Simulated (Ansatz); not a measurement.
`COCCCF` and `FCCCOCF` differ in one atom or group.

Ansatz, PBE0-D4/def2-TZVP geometries, multiplicity 1. Each molecule was computed in one conformer, which needn't be the lowest.

```tsv
property	`COCCCF`
LUMO energy (ωB97M-V/def2-TZVPP) / eV	2.60
HOMO energy (ωB97M-V/def2-TZVPP) / eV	-10.07
HOMO–LUMO gap (ωB97M-V/def2-TZVPP) / eV	12.68
HOMO energy (B3LYP/def2-TZVPP) / eV	-7.43
size of the dipole moment (PBE/def2-TZVPP) / D	2.59
LUMO energy (B3LYP/def2-TZVPP) / eV	0.78
```

Question: Give the same properties after the change, and the shifts. (An estimate is asked.)

Answer: The calculation gave: 
| property | `FCCCOCF` | shift |
| --- | --- | --- |
| LUMO energy (ωB97M-V/def2-TZVPP) / eV | 2.84 | 0.24 |
| HOMO energy (ωB97M-V/def2-TZVPP) / eV | -10.95 | -0.88 |
| HOMO–LUMO gap (ωB97M-V/def2-TZVPP) / eV | 13.79 | 1.11 |
| HOMO energy (B3LYP/def2-TZVPP) / eV | -8.32 | -0.89 |
| size of the dipole moment (PBE/def2-TZVPP) / D | 1.84 | -0.75 |
| LUMO energy (B3LYP/def2-TZVPP) / eV | 0.98 | 0.20 |

With PBE0 the HOMO falls by 0.90 eV and the LUMO rises by 0.21 eV, so the gap widens by about 1.11 eV. PBE moves the HOMO by -0.92 eV and ωB97M-V by -0.88 eV. Dipoles are sizes alone; their direction can turn.

B3LYP here is the variant with VWN-RPA as its local correlation; programs differ in this.
